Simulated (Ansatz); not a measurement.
A structure relaxed at PBE0-D4/def2-TZVP, charge 0, multiplicity 1:

```xyz
16

C    -1.523   -0.215    1.658
Si   -0.567    0.233    0.116
C     0.025    2.004    0.244
N     0.710   -0.903   -0.126
Ge    1.415   -1.460   -1.726
H    -0.880   -0.173    2.542
H    -2.350    0.481    1.821
H    -1.933   -1.224    1.586
H    -1.436    0.118   -1.091
H     0.587    2.294   -0.647
H     0.678    2.139    1.111
H    -0.818    2.694    0.349
H     1.284   -1.126    0.675
H     1.948   -2.894   -1.552
H     2.577   -0.558   -2.198
H     0.282   -1.413   -2.760
```

Question: Give its formula and SMILES.

Answer: C2H11GeNSi, `C[SiH](C)[NH][GeH3]`.

Question: Point group (tolerance 0.08 Å, 0.16 Å for H)?

Answer: C1.

Question: Summarise the bond lengths by kind.

Answer: 2 × C–Si 1.869 to 1.872 Å; 6 × C–H 1.092 to 1.094 Å; 1 × N–Si 1.727 Å; 1 × H–Si 1.492 Å; 1 × Ge–N 1.835 Å; 1 × H–N 1.010 Å; 3 × Ge–H 1.535 to 1.545 Å.

Results of the Gaussian-basis code of Ansatz.
